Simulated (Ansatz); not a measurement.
Na₃I₄⁻, relaxed as a singlet with RKS r2SCAN-D4/def2-SVPD in Ansatz, starting from the GFN1-xTB geometry. Force threshold 0.02 eV/Å.

In the def2 sets I takes a core potential; there is no spin–orbit coupling. Another isomer (singlet) lies 0.59 eV lower at PBE0-D4/def2-TZVPD; other spin states weren't run for this one.

Start:

```xyz
7

Na   -3.3684   -0.4375    0.5876
Na    1.8954    1.2472   -1.2896
Na   -0.1922   -1.3726    1.2778
I     2.5970   -0.8864    0.7985
I    -2.7376   -2.5155    2.4493
I     3.0490    3.0644   -3.0703
I    -1.2430    0.9004   -0.7533
```

```json
{"step": "1", "energy (eV)": "-45671.0280", "largest force component (eV/Å)": "0.336", "SCF passes": "14"}
{"step": "2", "energy (eV)": "-45671.0660", "largest force component (eV/Å)": "0.161", "SCF passes": "16"}
{"step": "3 (rejected)", "energy (eV)": "-45671.0470", "largest force component (eV/Å)": "0.198", "SCF passes": "18"}
{"step": "4", "energy (eV)": "-45671.0784", "largest force component (eV/Å)": "0.032", "SCF passes": "17"}
{"step": "5", "energy (eV)": "-45671.0789", "largest force component (eV/Å)": "0.018", "SCF passes": "18"}
{"step": "6", "energy (eV)": "-45671.0791", "largest force component (eV/Å)": "0.006", "SCF passes": "19"}
{"step": "7", "energy (eV)": "-45671.0792", "largest force component (eV/Å)": "0.002", "SCF passes": "19"}
```

Force components are those of the run's own axes.

End:

| atom | x (Å) | y (Å) | z (Å) |
| --- | --- | --- | --- |
| Na1 | -3.495 | -0.407 | 0.540 |
| Na2 | 1.964 | 1.148 | -1.166 |
| Na3 | -0.135 | -1.270 | 1.208 |
| I4 | 2.745 | -0.994 | 0.847 |
| I5 | -2.704 | -2.447 | 2.412 |
| I6 | 2.896 | 3.095 | -3.083 |
| I7 | -1.272 | 0.875 | -0.759 |

By distances, no bond broke or formed. The bond that changes most is Na3–I7, from 3.22 to 3.13 Å (atoms count from 1).

The force fell under the threshold at step 5, but the optimiser went on. No frequencies were taken in this run, so the end may be a saddle point.

Run time 46 s (4 threads of Arm Neoverse V1 on a shared host).
